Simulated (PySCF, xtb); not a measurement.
Se(SH)(SiH3) (H4SSeSi), SMILES [SiH3][Se]S. Other conformers were not sampled.

Harmonic wavenumbers (cm⁻¹) from GFN2-xTB run with xtb at its own minimum, in rising order: 76, 106, 146, 349, 389, 505, 517, 726, 743, 753, 769, 2295, 2303, 2339, 2374.

Q: What does r2SCAN-D4/def2-SVP (PySCF) give at its own minimum? (Estimate from the structure and the level; the computed values follow.)

A: 117, 162, 256, 381, 388, 588, 592, 821, 895, 920, 944, 2216, 2232, 2242, 2655. Paired by order, the mean absolute difference is 101 cm⁻¹ and the zero-point energies are 20.6 and 22.0 kcal/mol.
